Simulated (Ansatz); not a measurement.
C4H9FSi, SMILES C[C@H]1C[C@@]1(F)[SiH3].

The structure is a stationary point at B3LYP-D3(BJ)/def2-SVP. The structure was generated by enumeration; whether it is a known compound was not checked.

Two levels are set side by side: PBE/def2-SVPD (Ansatz, an electronic-structure program) and CAM-B3LYP/def2-SVPD (Ansatz). Energy differences of separate SCF runs at the same geometry; the states with an electron removed or added have multiplicity 2 and 2. Differences are taken from unrounded values.

```json
[
 {"quantity": "vertical ionisation energy (eV)", "CAM-B3LYP": "10.08", "PBE": "9.56", "PBE minus CAM-B3LYP": "-0.52"},
 {"quantity": "vertical singlet–triplet gap (eV)", "CAM-B3LYP": "7.34", "PBE": "6.46", "PBE minus CAM-B3LYP": "-0.88"}
]
```
